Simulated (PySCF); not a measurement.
Species: H₁₀OSi₄.
Cartesian coordinates in Å at the PBE0-D3(BJ)/def2-SVP level; atoms count from 1:
```
atom  x, y, z in Å
O1    -1.5492    0.5746   -1.7663
Si2   -1.0778    1.6070   -0.5367
Si3    0.4181    0.3281    0.7221
Si4    2.1277   -0.3882   -0.7123
Si5   -0.7010   -1.5524    1.5598
H6    -2.1737    0.9177   -2.4124
H7    -2.2488    2.0569    0.2860
H8    -0.4180    2.8408   -1.0778
H9     0.9711    1.1606    1.8394
H10    3.1387   -1.2081    0.0249
H11    1.5214   -1.2246   -1.7916
H12    2.8192    0.7826   -1.3363
H13    0.2029   -2.3608    2.4358
H14   -1.1382   -2.3991    0.4085
H15   -1.9058   -1.1528    2.3506
```

Level of theory: core-valence-separated Tamm–Dancoff BHandHLYP/aug-pcX-1 (pcseg-1 on H, def2-SVPD on Si) in PySCF, non-relativistic, gas phase, PBE0-D3(BJ)/def2-SVP geometry. BHandHLYP without relativity tends to put these K edges a few eV too low, so spacings mean more than positions.

List the oxygen K-edge absorption lines.

```json
{"E (eV)": "531.61", "f": "0.0138", "core hole on": "O1", "main final orbital": "LUMO (72 %)"}
{"E (eV)": "533.29", "f": "0.0326", "core hole on": "O1", "main final orbital": "LUMO+7 (41 %)"}
{"E (eV)": "533.85", "f": "0.0099", "core hole on": "O1", "main final orbital": "LUMO+2 (53 %)"}
{"E (eV)": "534.15", "f": "0.0105", "core hole on": "O1", "main final orbital": "LUMO+3 (46 %)"}
{"E (eV)": "534.34", "f": "0.0002", "core hole on": "O1", "main final orbital": "spread"}
{"E (eV)": "534.69", "f": "0.0010", "core hole on": "O1", "main final orbital": "LUMO+1 (56 %)"}
{"E (eV)": "534.94", "f": "0.0054", "core hole on": "O1", "main final orbital": "LUMO+2 (38 %)"}
```

The first line with a tenth or more of the strongest one's intensity is at 531.61 eV (f = 0.014), with the hole on O1 (silanol oxygen). The strongest listed is at 533.29 eV (f = 0.033; O1).

Roots within 0.03 eV whose holes lie on the same, on equivalent or on shared atoms are summed into one line, and the highest roots are left out, as the search may have cut off their partners. Final orbitals are the ground state's empty Kohn–Sham orbitals.

What is the summed oscillator strength of the listed O K lines, and their intensity-weighted mean energy?

Σf = 0.073 over 7 lines from 531.61 to 534.94 eV; the weighted mean is 533.32 eV. The strongest line holds 44 % of the sum.

The list ends where the root search ended, not at a threshold.

On an Arm Neoverse N1 with one thread, shared host with 64 logical CPUs at a one-minute load of 48, this took 17 s and 0.79 GiB of memory at its peak.

One conformer stands for the species.
